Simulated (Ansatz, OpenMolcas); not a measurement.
## A ladder of methods for C2H5AlBN (SMILES B[C]1=C[NH][AlH]1)

C2H5AlBN has 10 atoms, charge 0, and is taken as a singlet. SMILES: `B[C]1=C[NH][AlH]1`. The coordinates come from a PBE0-D4/def2-TZVP relaxation.

Each level gives the vertical energy of the triplet above the singlet (eV). The values are calculated.

```csv
level,kind,program,value (eV),less CCSD(T)/6-31G*,CPU time (all runs)
BLYP/6-31G* (spherical functions),GGA,Ansatz,2.67,-0.24,28 s
revPBE/6-31G* (spherical functions),GGA,OpenMolcas,2.65,-0.26,1.7 min
TPSS/6-31G* (spherical functions),meta-GGA,OpenMolcas,2.64,-0.27,2.4 min
BHLYP/6-31G* (spherical functions),global hybrid,Ansatz,2.73,-0.18,29 s
B3LYP/6-31G* (Cartesian functions),global hybrid,OpenMolcas,2.72,-0.19,97 s
MP2/6-31G* (spherical functions),perturbation theory,Ansatz,3.17,+0.26,9.5 s
CCSD(T)/6-31G* (spherical functions),coupled cluster or CI,Ansatz,2.91,0.00,91 s
CCSD/6-31G* (spherical functions),coupled cluster or CI,Ansatz,2.85,-0.06,69 s
```

CCSD(T)/6-31G* (spherical functions) is the highest level here, not the true value. The values span 2.64 to 3.17 eV. Times are those of the runs behind each value, whatever else they computed, on shared processors of several kinds: orders of magnitude only.
